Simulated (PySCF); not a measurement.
# `C=C=C=CN(C)C`, C6H9N

Geometry:
```
atom   x (Å)   y (Å)   z (Å)
  C1   4.008  -0.256   0.117
  C2   2.739   0.046  -0.109
  C3   1.523   0.334  -0.329
  C4   0.254   0.674  -0.575
  N5  -0.861   0.090  -0.043
  C6  -2.141   0.302  -0.663
  C7  -0.717  -1.070   0.792
  H8   4.817   0.336  -0.323
  H9   4.285  -1.105   0.749
 H10   0.045   1.516  -1.247
 H11  -2.372  -0.457  -1.437
 H12  -2.167   1.292  -1.139
 H13  -2.940   0.267   0.094
 H14  -1.597  -1.172   1.445
 H15   0.180  -0.962   1.418
 H16  -0.608  -2.003   0.203
```

Computed, not measured: quadratic response CAM-B3LYP/aug-cc-pVDZ first hyperpolarisability, Taylor convention, gas phase in PySCF 2.14.0. Geometry: PBE0-D3(BJ)/def2-SVP.

(1) Give the tensor of the second harmonic β(−2ω;ω,ω) at 1907 nm in the axes of these coordinates.

## Answers

(1) In au, Taylor convention; rows are the first index (the induced dipole):
```csv
,xx,yy,zz,xy,xz,yz
x,-712.9,+34.1,+50.7,-31.5,+166.0,-11.4
y,-27.8,+86.3,+43.1,+31.6,-10.1,+52.5
z,+154.0,+52.9,+71.8,-10.5,+49.9,+42.6
```
Norm of βᵢ = ⅓ Σⱼ (βᵢⱼⱼ + βⱼᵢⱼ + βⱼⱼᵢ): 699.3 au, hyper-Rayleigh value 311.1 au.
